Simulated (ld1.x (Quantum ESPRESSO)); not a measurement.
# Varying the TM potential for iridium (Ir)

Base potential:

```json
{
 "Element": "Ir",
 "Generator": "ld1.x (Quantum ESPRESSO) 7.5",
 "Type": "norm-conserving Troullier–Martins (Kleinman–Bylander form)",
 "Functional": "PBE",
 "Relativity": "scalar-relativistic",
 "Frozen core": "[Kr] 4d10 4f14 5s2",
 "Valence charge": "15",
 "Reference configuration": "5p6 5d7 6s2 6p0",
 "Partial waves": "6s (bound): rc 2.15 bohr; 5p (bound): rc 1.30 bohr; 5d (bound): rc 1.40 bohr",
 "Local potential": "all-electron potential smoothed inside 1.80 bohr (lloc = -1)",
 "Core correction": "Bessel-smoothed model core inside 0.75 bohr"
}
```

Cutoffs, loose and tight: the cutoffs (Ry, on a coarse ladder) from which the occupation-weighted sum of valence levels, in a spherical-Bessel basis at the reference potential, stays within 10 and 1 mRy of its value at 400 Ry. They do not see the model core or the augmentation charge, which bear on the density cutoff. Test errors are all-electron minus pseudo excitation energies from the reference, over the configurations 5p6 5d7 6s1 6p0; 5p6 5d7 6s0 6p0; 5p6 5d6 6s0 6p0; 5p6 5d7.5 6s1.5 6p0; 5p6 5d7 6s0 6p1; 5p5 5d7 6s2 6p0; 5p6 5d8 6s0 6p0. A dash means not determined; rows that change the core or the reference have their own tests.

A true bound ghost makes a file unfit for plane-wave use even where its test errors are small: the radial tests pick states by their node count and pass the ghost by.

```tsv
change	outcome	cutoff, loose	cutoff, tight	bound ghosts	largest test error (meV)
base	generated	110 Ry	140 Ry	s, p	+1188
core correction Bessel-smoothed model core inside 0.50 bohr	generated	110 Ry	140 Ry	s, p	+1188
core correction Bessel-smoothed model core inside 0.64 bohr	generated	110 Ry	140 Ry	s, p	+1188
core correction Bessel-smoothed model core inside 0.90 bohr	generated	110 Ry	140 Ry	s, p	+1188
core correction Bessel-smoothed model core inside 1.08 bohr	generated	110 Ry	140 Ry	s, p	+1189
core correction Bessel-smoothed model core inside 1.32 bohr	generated	110 Ry	140 Ry	s, p	+1190
core correction Bessel-smoothed model core inside 1.52 bohr	generated	110 Ry	140 Ry	s, p	+1192
```
